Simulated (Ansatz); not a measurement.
Born–Oppenheimer molecular dynamics of C2H10OSi2 (15 atoms, charge 0, multiplicity 1). It goes on from the last frame of an earlier run, with new velocities.

These are results of Ansatz 0.2.0, RKS PBE-D4/6-31G*, not measurements.

```yaml
ensemble: NVT, Nosé–Hoover chain
time_step: 0.5 fs
steps_asked: 166
set_temperature: 1500 K
thermostat: time constant 100 fs, chain length 5
temperature_schedule: 41 steps to 1500 K, then 125 steps to 375 K
seed: 996525
```

First frame:

```xyz
15
Properties=species:S:1:pos:R:3
Si 0.241 -0.168 0.120
H 0.264 -0.181 1.605
C 2.040 0.004 -0.499
H 2.757 0.002 0.318
H 2.280 -0.883 -1.145
H 2.208 0.964 -1.083
Si -1.242 1.596 -0.596
H -2.655 1.138 -0.531
H -1.124 2.617 0.431
H -0.999 2.241 -1.961
O -0.396 -1.576 -0.517
C -1.621 -2.039 0.109
H -1.547 -2.006 1.212
H -2.468 -1.359 -0.122
H -1.859 -3.000 -0.370
```

**Question.** How far do the bonds stretch over the last three quarters of this one trajectory? (Pairs bonded in most of those frames.)

**Answer.** 
```csv
bond,mean (Å),spread (Å),shortest,longest
Si1–H2,1.535,0.068,1.41,1.64
Si1–C3,1.908,0.040,1.84,1.97
Si1–Si7,2.370,0.083,2.22,2.45
Si1–O11,1.697,0.046,1.61,1.76
C3–H4,1.116,0.053,1.01,1.21
C3–H5,1.117,0.040,1.04,1.19
C3–H6,1.134,0.083,1.00,1.26
Si7–H8,1.512,0.019,1.48,1.54
Si7–H9,1.536,0.098,1.38,1.68
Si7–H10,1.512,0.022,1.47,1.55
O11–C12,1.444,0.062,1.34,1.54
C12–H13,1.111,0.015,1.08,1.13
C12–H14,1.148,0.102,0.98,1.30
C12–H15,1.105,0.014,1.07,1.13
```

Mean temperature of the second half: 971 K. The conserved energy stayed within 0.98 meV per atom of its start (net change 0.56 meV per atom), so the integration is sound. The schedule's set-point averaged 748 K over the second half and the system 971 K, so it lags behind the ramp. A run of 0.083 ps of so small a system gives no equilibrium averages.

Time of the run: 3.9 min on 4 threads of Arm Neoverse V1, on a shared host, peak memory 0.16 GiB.
